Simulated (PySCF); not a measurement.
CH₅FO₂Si₂, SMILES [Si@@H]1(OCO[SiH2]1)F. Coordinates come from a PBE0-D3(BJ)/def2-SVP optimisation. The structure was generated by enumeration; whether it is a known compound was not checked. Other conformers were not sampled.

Give the equilibrium geometry at PBE0-D3(BJ)/def2-SVP (PySCF confirms it by a frequency run) as Cartesian coordinates in Å. (Estimate from the structure and the level; the computed values follow.)

Several could match; the one computed here: 
```xyz
11

F      2.0641    -0.8816    -0.4172
Si     0.9997    -0.1304     0.5562
O      0.5098     1.3232    -0.0984
C     -0.6942     1.4273    -0.8103
O     -1.6162     0.4252    -0.4883
Si    -1.1664    -0.9607     0.3591
H      1.7149     0.1416     1.8244
H     -0.4792     1.3869    -1.8941
H     -1.1433     2.4044    -0.5673
H     -1.3474    -2.1845    -0.4736
H     -1.9722    -1.0900     1.6071
```
